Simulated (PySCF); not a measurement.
Stepwise substitution at one centre (Si Cl-NH2). All species are isolated molecules in the gas phase. One relaxed conformer stands for each flexible species; it need not be the lowest. Strings in code marks are SMILES.

The numbers are results of PBE-D3(BJ)/def2-TZVP // TPSSh-D3(BJ)/def2-TZVP run with PySCF 2.14.0, not measurements. All candidates: neutral, multiplicity 1. Excitations are Tamm–Dancoff values on a coarser integration grid. The basis has no diffuse functions, so Rydberg states are missing or too high.

```
Property                Value
-------------------  --------
HOMO–LUMO gap         5.61 eV
S1 excitation (TDA)   5.71 eV
HOMO                 -5.67 eV
```

**Question.** Which member has these values?
(A) `N[Si](N)(N)N`
(B) `N[Si](N)(N)Cl`
(C) `N[Si](N)(Cl)Cl`

**Answer.** B, `N[Si](N)(N)Cl`. The others give `N[Si](N)(Cl)Cl`: 6.27 eV, 6.40 eV, -6.53 eV; `N[Si](N)(N)N`: 5.26 eV, 5.32 eV, -5.22 eV
